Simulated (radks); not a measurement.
The numbers below are computed, except where a source is named.
All-electron atom: the copper ion Cu24+ in [He] 2s2 7d1 (not the ground configuration).

Code: a radial shooting solver on a logarithmic mesh with Libxc functionals. Model: scalar-relativistic Kohn-Sham, SCAN, spin-polarised, spherical densities, finite nucleus; open shells are filled with parallel spins first; meta-GGA in the generalised Kohn-Sham scheme; Fermi nuclear charge, rms radius 3.8823 fm.

Energy parts (hartree):
| part | energy |
|---|---|
| total | -1024.83010 |
| kinetic | 1046.71228 |
| electron-nucleus | -2118.15882 |
| Hartree | 70.37041 |
| exchange-correlation | -23.75398 |

Orbitals (lengths in bohr, moments of r in powers of bohr; <r^-3> diverges for s and p1/2; r(max) is where P^2 peaks; r(90%) holds 90 % of the orbital's charge):
orbital	occ.	eigenvalue (hartree)	<r^-3>	r(max)	r(90%)
1s up	1	-389.1274	-	0.03404	0.0923
1s down	1	-389.1269	-	0.03404	0.0923
2s up	1	-89.05585	-	0.1860	0.329
2s down	1	-89.02528	-	0.1860	0.329
7d up	1	-6.33064	3.288	3.124	3.82

The highest occupied level is 7d up at -172.27 eV. The spin density at the nucleus is -0.6430 e/bohr^3 (1s -0.0065, 2s -0.6365). The density falls to 0.001 e/bohr^3 at r = 3.96 bohr.
